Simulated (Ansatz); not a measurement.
CHBFNS (`FC1=NBS1`), one more setting.

```yaml
crystal:
  periodic: [false, false, false]
  atoms:
    - {symbol: F, position_ang: [0.990271, -1.943888, -0.335719]}
    - {symbol: C, position_ang: [0.404410, -0.799847, -0.138769]}
    - {symbol: N, position_ang: [-0.636071, -0.599340, 0.564238]}
    - {symbol: B, position_ang: [-0.528851, 0.815678, 0.214917]}
    - {symbol: S, position_ang: [1.006983, 0.711825, -0.859834]}
    - {symbol: H, position_ang: [-1.194740, 1.751572, 0.509067]}
basis:
  gaussian: {orbitals: aug-cc-pVTZ, fitting: {mean_field: def2-universal-jkfit}}
hamiltonian: {xc: {name: wB97}}
scf: {lower_state_search: full}
output: {forces: true}
```

```sh
$ ansatz run in.yaml --threads 2 --pin off --events-out ev --progress --plain --max-ram 4352MiB
```

Output, abridged:

```
Functional definition: wB97
450 factors; integrals over basis functions are off by at most 9.3e-1 eV
450 factors; integrals over basis functions are off by at most 6.6e-3 eV
mean field evaluation 1: about -16767.3096 eV, gradient 5.3e1 eV
mean field evaluation 2: about -16767.3139 eV, gradient 5.3e1 eV
mean field evaluation 4: about -16772.6850 eV, gradient 5.0e0 eV
mean field evaluation 8: about -16772.7591 eV, gradient 3.1e-1 eV
mean field evaluation 16: about -16772.7596 eV, gradient 1.5e-4 eV
mean field -16772.75963984 eV, -616.3875477793 hartree, gradient 2.1e-5 eV, S^2 0.000000; 0 other end points of the search recorded, 0 dependent functions left out
reference -16772.75962497 eV, -616.3875472330 hartree; 22, 22 occupied and 235, 235 virtual orbitals, 450 factors
Total energy: -16772.75962497 eV, -616.3875472330 hartree
Atom 0 at     0.990271    -1.943888    -0.335719 Å, force     0.228628    -0.434280    -0.079267 eV/Å
Atom 1 at     0.404410    -0.799847    -0.138769 Å, force    -0.183738     0.474133     0.039661 eV/Å
Atom 2 at    -0.636071    -0.599340     0.564238 Å, force    -0.009421    -0.133200     0.032395 eV/Å
Atom 3 at    -0.528851     0.815678     0.214917 Å, force     0.093410     0.160942    -0.097736 eV/Å
Atom 4 at     1.006983     0.711825    -0.859834 Å, force    -0.129038    -0.067792     0.105051 eV/Å
Atom 5 at    -1.194740     1.751572     0.509067 Å, force     0.000159     0.000197    -0.000104 eV/Å
Dipole moment:     0.070080     0.272859    -0.102577 e Å
```

It took 19 s on 2 threads of an Arm Neoverse N1 on a shared host, with 0.54 GiB of host memory at the peak.
